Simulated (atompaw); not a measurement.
**magnesium: PAW (atompaw) pseudisation with PBE, scalar-relativistic reference atom.**

* Element: Mg
* Generator: atompaw 4.2.0.5
* Type: PAW
* Functional: PBE
* Relativity: scalar-relativistic
* Frozen core: [Ne]
* Valence charge: 2
* Reference configuration: 3s1.5 3p0.5
* Partial waves: 3s (bound); 3s channel at -0.05 Ry; 3p (bound); 3p channel at 0.35 Ry; 3d channel at 0.1 Ry; 3d channel at 1.4 Ry
* Local potential: troulliermartins scheme with l = 3 at 0 Ry, radius 2.55 bohr
* Core correction: smooth core density matched at 2.75 bohr
* Augmentation charge: sinc compensation charge, radius 2.80 bohr; PAW radius 3.00 bohr; waves and projectors: bloechl

All-electron outer shells of the reference configuration (PBE, scalar-relativistic, ld1.x):

```
shell  level (eV)  outermost node (bohr)  outermost maximum (bohr)
   2s      -80.92                   0.18                      0.54
   2p      -47.68                      –                      0.48
   3s       -5.22                   0.90                      2.53
   3p       -1.73                   0.95                      3.41
```

Problem. Estimate the cutoffs (Ry, on a coarse ladder) from which the occupation-weighted sum of valence levels, in a spherical-Bessel basis at the reference potential, stays within 10 and 1 mRy of its value at 400 Ry.

Solution. 6 Ry and 6 Ry.

Problem. What does a ghost test show?

Solution. No extra level below or beside the all-electron valence levels (s, p, d, f tested).

Problem. Is the overlap operator S = 1 + Σ q|β⟩⟨β| positive definite (Bessel basis up to 400 Ry)?

Solution. Barely: its lowest eigenvalue is 0.002 (s channel).
